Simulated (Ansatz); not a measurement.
Species: sum formula H10Si4O, charge 0, multiplicity 1. 
Coordinates optimised at B3LYP-D3(BJ)/def2-TZVP (Ansatz, an electronic-structure program):
```xyz
15

O     -0.2888    -0.1770     2.0109
Si    -0.0599    -0.0316     0.3602
Si     2.2573    -0.0171     0.0097
Si    -0.9936     1.9605    -0.4772
Si    -1.0209    -1.8310    -0.8148
H     -1.1926    -0.1995     2.3369
H      2.8793    -1.2764     0.4850
H      2.8966     1.1295     0.6992
H      2.4967     0.1112    -1.4498
H     -2.4470     2.0198    -0.1721
H     -0.3460     3.1569     0.1152
H     -0.8227     2.0047    -1.9509
H     -0.8487    -1.6165    -2.2734
H     -0.3911    -3.1223    -0.4440
H     -2.4753    -1.9226    -0.5232
```
Charge 0, spin multiplicity 1.

Property: vertical triplet-singlet gap (E(triplet) - E(singlet); each state is the SCF solution reached for its spin; for the triplet the Hartree-Fock reference is unstable and T1 is 0.028), in kJ/mol. Correlated levels leave the core frozen unless marked. Open shells are spin-unrestricted. Spin-orbit coupling is left out. Non-relativistic. Basis-set limits of correlation are two-point, X^-3; Hartree-Fock from the larger set.

| level | program | vertical triplet-singlet gap (kJ/mol) |
|---|---|---|
| HF/aug-cc-pV(T+d)Z | Ansatz | 499.3 |
| HF/aug-cc-pV(Q+d)Z | Ansatz | 498.2 |
| SVWN5/def2-TZVPD | Ansatz | 410.2 |
| PBE/def2-TZVPD | Ansatz | 406.2 |
| r2SCAN/def2-TZVPD | Ansatz | 424.1 |
| B3LYP/def2-TZVPD | Ansatz | 446.0 |
| PBE0/def2-TZVPD | Ansatz | 441.2 |
| BHLYP/def2-TZVPD | Ansatz | 483.9 |
| CAM-B3LYP/def2-TZVPD | Ansatz | 472.3 |
| wB97M-V/def2-TZVPD | Ansatz | 473.0 |
| wB97X-V/def2-TZVPD | Ansatz | 486.7 |
| B2PLYP/def2-TZVPD | Ansatz | 459.4 |
| RI-MP2/aug-cc-pV(T+d)Z | Ansatz | 488.7 |
| RI-MP2/aug-cc-pV(Q+d)Z | Ansatz | 490.8 |
| RI-MP2/CBS(aug-cc-pV(T+d)Z,aug-cc-pV(Q+d)Z) | Ansatz | 492.9 |
| CCSD/aug-cc-pV(D+d)Z | Ansatz | 484.5 |
| CCSD(T)/aug-cc-pV(D+d)Z | Ansatz | 471.1 |
